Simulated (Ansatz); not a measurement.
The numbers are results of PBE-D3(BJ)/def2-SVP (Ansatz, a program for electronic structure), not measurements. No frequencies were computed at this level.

Ansatz 0.2 input:
```yaml
crystal:
  periodic: [false, false, false]
  atoms:
    - { symbol: Zn, position_ang: [0.0, 0.0, 0.0] }
    - { symbol: Cl, position_ang: [-1.233065, -0.49051, 1.683719] }
    - { symbol: Cl, position_ang: [1.233065, 0.49051, -1.683719] }
basis:
  gaussian: { orbitals: def2-svp }
hamiltonian:
  xc: pbe
  dispersion: d3bj
relax:
  max_steps: 150
```

Output:

```
Functional definition: PBE
748 factors; their error is unknown
mean field evaluation 1: about -73431.9156 eV, gradient 4.6e1 eV
mean field evaluation 2: about -73422.1364 eV, gradient 8.4e1 eV
mean field evaluation 4: about -73435.2826 eV, gradient 2.9e0 eV
mean field evaluation 8: about -73435.2601 eV, gradient 1.1e-2 eV
mean field -73435.26008521 eV, -2698.6960319245 hartree, gradient 3.6e-5 eV, S^2 0.000000; 0 other end points of the search recorded, 0 dependent functions left out
reference -73435.26012720 eV, -2698.6960334674 hartree; 32, 32 occupied and 35, 35 virtual orbitals, 748 factors
relax step   1: F+E_penalty+E_count = -73435.32218755 eV  Δ(F+E_penalty+E_count) = +0.000e0 eV  max|allowed force component| = 4.638e-1 eV/Å  Δτ_max = 0.0000 Å  (24 SCF iters, accepted)
these checks for a lower state are left out or cut short: starts, cluster_reference, orbital_swaps, neighbouring_geometries, increment
748 factors; their error is unknown
mean field evaluation 16: about -73435.2828 eV, gradient 2.5e-2 eV
mean field -73435.28277323 eV, -2698.6968656936 hartree, gradient 2.1e-5 eV, S^2 0.000000; 0 other end points of the search recorded, 0 dependent functions left out
reference -73435.28281560 eV, -2698.6968672507 hartree; 32, 32 occupied and 35, 35 virtual orbitals, 748 factors
relax step   2: F+E_penalty+E_count = -73435.34554376 eV  Δ(F+E_penalty+E_count) = -2.336e-2 eV  max|allowed force component| = 1.301e-1 eV/Å  Δτ_max = 0.0305 Å  (23 SCF iters, accepted)
these checks for a lower state are left out or cut short: starts, cluster_reference, orbital_swaps, neighbouring_geometries, increment
748 factors; their error is unknown
mean field -73435.28430367 eV, -2698.6969219366 hartree, gradient 1.3e-5 eV, S^2 0.000000; 0 other end points of the search recorded, 0 dependent functions left out
reference -73435.28434618 eV, -2698.6969234985 hartree; 32, 32 occupied and 35, 35 virtual orbitals, 748 factors
relax step   3: F+E_penalty+E_count = -73435.34733876 eV  Δ(F+E_penalty+E_count) = -1.795e-3 eV  max|allowed force component| = 1.151e-2 eV/Å  Δτ_max = 0.0118 Å  (24 SCF iters, accepted)
these checks for a lower state are left out or cut short: starts, cluster_reference, orbital_swaps, neighbouring_geometries, increment
748 factors; their error is unknown
mean field -73435.28434547 eV, -2698.6969234725 hartree, gradient 2.3e-5 eV, S^2 0.000000; 0 other end points of the search recorded, 0 dependent functions left out
reference -73435.28438796 eV, -2698.6969250339 hartree; 32, 32 occupied and 35, 35 virtual orbitals, 748 factors
relax step   4: F+E_penalty+E_count = -73435.34734930 eV  Δ(F+E_penalty+E_count) = -1.055e-5 eV  max|allowed force component| = 5.501e-3 eV/Å  Δτ_max = 0.0014 Å  (19 SCF iters, accepted)
748 factors; their error is unknown
mean field evaluation 32: about -73435.2843 eV, gradient 2.3e-5 eV
mean field -73435.28434547 eV, -2698.6969234725 hartree, gradient 2.3e-5 eV, S^2 0.000000; 1 other end points of the search recorded, 0 dependent functions left out
reference -73435.28438796 eV, -2698.6969250339 hartree; 32, 32 occupied and 35, 35 virtual orbitals, 748 factors
Total energy: -73435.34739179 eV, -2698.6992403821 hartree
Atom 0 at     0.000000    -0.000000    -0.000000 Å, force     0.000000     0.000000    -0.000000 eV/Å
Atom 1 at    -1.209556    -0.481158     1.651618 Å, force     0.004029     0.001603    -0.005501 eV/Å
Atom 2 at     1.209556     0.481158    -1.651618 Å, force    -0.004029    -0.001603     0.005501 eV/Å
Dipole moment:    -0.000000    -0.000000     0.000000 e Å
```

Cost: very roughly 7 core-seconds.
